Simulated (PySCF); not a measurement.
How methods differ on the ionisation energy of Os

Os [Xe] 4f14 5d6 6s2 (5D) → Os⁺ [Xe] 4f14 5d6 6s1 (6D), as a difference of total energies. Computed with PySCF 2.14 in x2c-TZVPPall with one added diffuse shell each of s, p, d, f type (12s8p8d4f1g, 113 functions), with the spin-free X2C one-electron Hamiltonian (Gaussian nucleus). The calculations carry no spin-orbit coupling.

| method | ionisation energy (eV) |
| --- | --- |
| UHF | 6.549 |
| M06 | 9.292 |
| wB97M-V | 8.510 |
| PW91 | 8.504 |

For comparison: 8.473 eV (measured; NIST levels, between the centres of gravity of the two terms).
